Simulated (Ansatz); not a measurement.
Cost and result for the atomization energy of `[SiH3]OB(S)S` (10 atoms, 9 bonds).

```csv
atom,x (Å),y (Å),z (Å)
Si1,-0.2954,-0.0364,1.8019
O2,0.1716,-0.5074,0.2883
B3,0.1668,-0.0065,-0.9660
S4,-0.5287,1.6452,-1.2960
S5,0.8518,-0.9689,-2.3427
H6,-1.0045,1.2662,1.7444
H7,0.9198,0.0790,2.6417
H8,-1.1915,-1.0852,2.3415
H9,-0.2911,1.6437,-2.6166
H10,1.2011,-2.0297,-1.5964
```

Total charge 0; spin multiplicity 1. All single points use the PBE0-D4/def2-TZVP geometry. It is one conformer, not always the lowest. Program: Ansatz. Hardware: A = 2 threads of an AMD EPYC 7R13 on a shared host; B = 2 threads of an AMD EPYC 7R13 on a shared host and a share of an NVIDIA H100 80 GB. Times are those of one run each, without the atoms' runs, and a repeat can differ threefold. Electronic energies, without spin–orbit coupling; frozen cores. CCSD(T)/CBS adds CCSD(T) − MP2 in def2-TZVPP to the MP2 limit, and its time is that of the two runs behind it. T1 = 0.013. B3LYP takes the VWN-RPA correlation (the form of Gaussian; ORCA's B3LYP/G).

CCSD(T)/CBS is a level of theory with its own doubt, some kJ/mol a heavy atom from the limit and from the frozen cores, so smaller differences don't rank the functionals.

```
                                 level  functions  wall time  atomization (kJ/mol)  difference from CCSD(T)/CBS  per bond
                    MP2/def2-QZVPP [B]        474      5.5 s                3526.7                         22.7       2.5
   PBE-D4/def2-TZVPP (with forces) [A]        258        6 s                3539.7                         35.7       4.0
                CCSD(T)/def2-TZVPP [B]        258        6 s                3404.2                        -99.8     -11.1
                PBE0-D4/def2-TZVPP [A]        258      7.5 s                3489.9                        -14.1      -1.6
r2SCAN-D4/def2-TZVPP (with forces) [A]        258        9 s                3529.9                         25.9       2.9
                 B2PLYP/def2-TZVPP [A]        258      9.5 s                3456.3                        -47.7      -5.3
 B3LYP-D4/def2-TZVPP (with forces) [A]        258       11 s                3496.2                         -7.8      -0.9
                     CCSD(T)/CBS(def2)          –       12 s                3504.0                          0.0       0.0
                ωB97X-V/def2-TZVPP [A]        258       16 s                3528.7                         24.7       2.7
  ωB97M-V/def2-TZVPP (with forces) [A]        258       20 s                3529.8                         25.8       2.9
```

In def2-TZVPP, CCSD(T) changes the Hartree–Fock value by +815.3 kJ/mol (the triples alone add +54.8 kJ/mol) and MP2 by +878.6 kJ/mol; breaking electron pairs costs correlation energy, which Hartree–Fock lacks. The D4 term adds +44.4 kJ/mol with B3LYP and +23.3 kJ/mol with PBE0; it sums over pairs of atoms, weighted by their polarisabilities, and B3LYP, whose exchange is more repulsive, gets the larger term. From PBE to PBE0 (25 % exact exchange), in def2-TZVPP and without D4, the atomization energy moves by −45.9 kJ/mol: exact exchange takes away binding that semilocal exchange gives to molecules.
